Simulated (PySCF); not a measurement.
**Electron correlation in Nb (niobium, neutral)**

[Kr] 4d3 5s2, high-spin 4F determinant (an excited configuration). Computed with PySCF 2.14 in aug-cc-pVDZ-PP with ECP28MDF, with scalar relativity through the core potential. Frozen: 4s2 4p6; 5 electrons correlated.

```tsv
level	correlation energy (mhartree)
CCSD	-71.83
(T)	-3.44
CCSD(T)	-75.27
```

Diagnostics: T1 = 0.027, D1 = 0.0743, largest double amplitude 0.056.

**Question.** Is a single reference adequate?

**Answer.** Yes, within this model without spin-orbit coupling: T1 lies below 0.03 and no double amplitude reaches 0.07.
